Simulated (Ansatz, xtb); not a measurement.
**Isomers of C5H7FO3 in order of energy**

5 gas-phase structures of C5H7FO3, from a drawn sample of its isomers (lower ones may exist). Each was relaxed with GFN2-xTB; where two conformers were screened, the lower at r2SCAN-D4/def2-SVP//GFN2-xTB is listed:

A. `O=C(O)[C@@H]1OCC[C@H]1F`, a singlet
B. `CC[C@@H]1OC(=O)O[C@@H]1F`, a singlet
C. `O=C(O)[C@]1(F)CCOC1`, a singlet
D. `O=C1OCC(CF)CO1`, a singlet
E. `C[C@]1(F)COC(=O)CO1`, a singlet

Estimate their order in r2SCAN-D4/def2-SVP//GFN2-xTB energy at these geometries, lowest first.

Calculated order at r2SCAN-D4/def2-SVP//GFN2-xTB: B (0.0), E (12.7), C (15.8), D (16.0), A (16.4) kcal/mol. Less than 1 kcal/mol parts C and D; D and A, so the order within those pairs means little.

Energies above the lowest of each column, in kcal/mol; the last columns are at r2SCAN-D4/def2-SVP geometries (a dash: not run or not comparable):

```
structure  GFN2-xTB  HF/STO-3G  r2SCAN-D4/def2-SVP//GFN2-xTB  r2SCAN-D4/def2-SVP  CCSD(T)/def2-SVP + ΔMP2/def2-TZVPP
        B       0.0        0.0                           0.0                 0.0                                 0.0
        E      17.9       18.6                          12.7                13.2                                12.9
        C      19.8       21.7                          15.8                14.9                                   –
        D       7.9       19.5                          16.0                16.2                                   –
        A      19.1       21.9                          16.4                14.3                                10.7
```

Every level run on B puts it lowest or level with the lowest. CCSD(T)/def2-SVP + ΔMP2/def2-TZVPP orders those it was run on as B (0.0), A (10.7), E (12.9) kcal/mol. Flexible structures stand in one conformer each, not always the lowest. Frequencies (GFN2-xTB) were run for A, B, E alone. ΔMP2 is the change of the MP2 energy from the smaller to the larger basis.

Over these structures GFN2-xTB departs from r2SCAN-D4/def2-SVP//GFN2-xTB by 3.8 kcal/mol on average once a common shift is removed. A GFN2-xTB relaxation took about 0.24 s and the r2SCAN-D4/def2-SVP//GFN2-xTB energy about 2.9 s on a shared host (Ansatz 0.2.0, xtb 6.7.1).
